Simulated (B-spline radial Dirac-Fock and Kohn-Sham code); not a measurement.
**Xe⁴⁺ 4d5/2: cross section and angular parameters**

System: Xe⁴⁺, configuration 1s2 2s2 2p6 3s2 3p6 3d10 4s2 4p6 4d10 5s2 5p2; threshold 116.3 eV (orbital energy of the model). These are calculated numbers from a radial atomic solver; the model is Dirac-Hartree-Slater photoionisation with a Latter tail; cross sections with all multipoles, angular parameters from the dipole term and its interference with E2.

The run's input, task.json:

```json
{"items": [{
  "Z": 54,
  "q": 4,
  "cfg": [[1, 0, 2], [2, 0, 2], [2, 1, 6], [3, 0, 2], [3, 1, 6], [3, 2, 10], [4, 0, 2], [4, 1, 6], [4, 2, 10], [5, 0, 2], [5, 1, 2]],
  "A": 132,
  "rrms": 4.7859,
  "do": "xps",
  "hv": [53.8, 54.7, 91.0, 166.0, 200, 254.0, 272.0, 400, 426.0, 472.0, 567.0, 600, 644.0, 694.0, 882.0, 1253.6, 2060.0, 2984.4, 3390.0, 3420.0, 4350.0, 4520.0, 5720.0, 6000, 9251.7, 11000.0, 11900.0, 12000, 13500.0, 14000.0]
}]}
```

Command: `python xray2_run.py task.json out`

For linearly polarised light dσ/dΩ = σ/(4π) [1 + β P₂(cos θ) + (δ + γ cos²θ) sin θ cos φ], with θ from the polarisation vector and φ the angle between the beam and the projection of the electron momentum on the plane normal to the polarisation.

```
hν (eV)  σ (kb)       β       γ       δ
    166     266  -0.876  -0.332   0.149
    200     405  -0.520   0.042   0.073
    254     533   0.195   0.125   0.021
    272     544   0.346   0.118   0.013
    400     452   0.897   0.024  -0.002
    426     424   0.956   0.010  -0.002
    472     375   1.040  -0.010  -0.001
    567     288   1.156  -0.030   0.003
    600     263   1.185  -0.032   0.005
    644     234   1.217  -0.032   0.007
    694     205   1.245  -0.028   0.009
    882     128   1.310   0.008   0.016
 1253.6    58.1   1.338   0.127   0.029
   2060    16.1   1.279   0.399   0.054
 2984.4       ?       ?       ?       ?
   3390    3.76   1.143   0.745   0.096
   3420    3.66   1.140   0.752   0.097
   4350    1.71   1.058   0.933   0.127
   4520    1.51   1.044   0.963   0.133
   5720   0.690   0.956   1.142   0.172
   6000   0.586   0.938   1.178   0.181
 9251.7   0.126   0.771   1.482   0.283
  11000  0.0667   0.706   1.592   0.336
  11900  0.0496   0.677   1.639   0.362
  12000  0.0481   0.674   1.644   0.365
  13500  0.0307   0.631   1.710   0.407
  14000  0.0267   0.617   1.729   0.421
```

Q: Give the values at Ag Lα (2984.4 eV).

A: σ = 5.54 kb, β = 1.183, γ = 0.652, δ = 0.083.
